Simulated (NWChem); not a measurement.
CH$_{2}$N, doublet; SMILES C=[N]

Computed with NWChem. Spin-unrestricted. In the optimisation the excess spin sits in b2 (C2v, its own frame). Structure relaxed at the PBE-D3(BJ)/def2-SVP, spin-unrestricted level. No stability test was run on the SCF state. Level: M06-2X/def2-SVP with COSMO at NWChem's default radii, gas-phase geometry; rows give the dielectric constant. Reactions with the solvent are ignored.

| dielectric constant | electrostatic solvation energy (kcal/mol) | dipole in solution (D) |
|---|---|---|
| 2.4 | -2.3 | 2.74 |
| 7.6 | -3.6 | 2.96 |
| 11.7 | -3.8 | 3.00 |
| 20.7 | -4.0 | 3.04 |
| 25.0 | -4.1 | 3.05 |
